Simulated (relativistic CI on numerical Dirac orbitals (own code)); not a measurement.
# Ta³⁺: what numerical and physical settings do to a radial Dirac CI calculation

Reference input:

```
atom Ta  Z=73  charge=3  electrons=70
nucleus A=181  rms_radius_fm=5.3507
hamiltonian dirac-coulomb  breit=on  qed=on  c_scale=1
orbitals kli  potential=per-configuration
slater_scale 1
correlation none
mixing on
grid step=0.0125 r_max=64.9
scf mixing=0.4 start=green max_iterations=150 tolerance=2e-08 node_fill=0.05
configurations
  [Xe] 4f14 5d2
  [Xe] 4f14 5d 6s
  [Xe] 4f14 6s2
  [Xe] 4f14 5d 6p
  [Xe] 4f14 5d 5f
end
```

Computed lowest total energy -15587.54011 Ha, first excitation 3794.4 cm⁻¹, 65 SCF steps. Runs with settings changed; * marks those that are bad on purpose:

```tsv
Changed	Outcome	Lowest level	ΔE (Ha)	First excitation (cm⁻¹)	SCF steps	Message
grid step 0.008	converged	5d² ³F2	-0.000128	3794.4	65	
end of the grid at 97.35 bohr, QED terms off	converged	5d² ³F2	-11.1	3781.0	65	
iteration limit 20, Slater scale 0.5, node fill of the KLI weights 0.5	converged	5d² ³F2	0.0944	4505.5	67	
Slater scale 0.6, node fill of the KLI weights 0	converged	5d² ³F2	0.019	3915.6	64	
grid step 0.002 *	refused				0	the grid has 8995 points, outside 40 to 4096
node fill of the KLI weights 5 *	converged	5d² ³F2	0.902	5195.4	71
```

With so few configurations and no correlation, terms lie too far apart (by 10 to 50 % near neutrality), their order can be wrong, and levels of other configurations are missing.
